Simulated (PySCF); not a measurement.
WOF₂, SMILES [W]([F])([F])=[O] (connectivity only; charge and spin as stated), neutral, multiplicity 3. Atoms are numbered in the order given.

```xyz
4

W      0.0000     0.0000     0.0399
O      0.0000     0.0000     1.7407
F      0.0000     1.6242    -0.9378
F      0.0000    -1.6242    -0.9378
```
Charge 0, spin multiplicity 3.

The structure is a stationary point at PBE-D3(BJ)/def2-TZVP. The spin state was assumed, not searched. The def2 effective core potentials stand for the cores of W; spin–orbit coupling is left out.

Calculation: TDA-M06-2X/def2-SVPD in PySCF 2.14.0.

Vertical excitations. The molecule is in vacuum.

```tsv
state	energy (eV)	λ (nm)	f	main pairs
root 1	1.47	843	0.001	α HOMO→LUMO 97 %
root 2	2.61	475	0.005	α HOMO−1→LUMO 97 %
root 3	3.02	410	0.000	α HOMO→LUMO+1 91 %
root 4	3.52	352	0.000	β HOMO→LUMO 98 %
root 5	3.71	334	0.000	α HOMO→LUMO+4 96 %
root 6	4.20	295	0.001	β HOMO−2→LUMO 97 %
root 7	4.46	278	0.003	α HOMO−1→LUMO+1 90 %
root 8	4.78	259	0.005	β HOMO−1→LUMO 92 %
root 9	5.04	246	0.000	α HOMO−2→LUMO 90 %
root 10	5.07	244	0.003	α HOMO−1→LUMO+4 98 %
```
Unrestricted roots are not spin-pure.
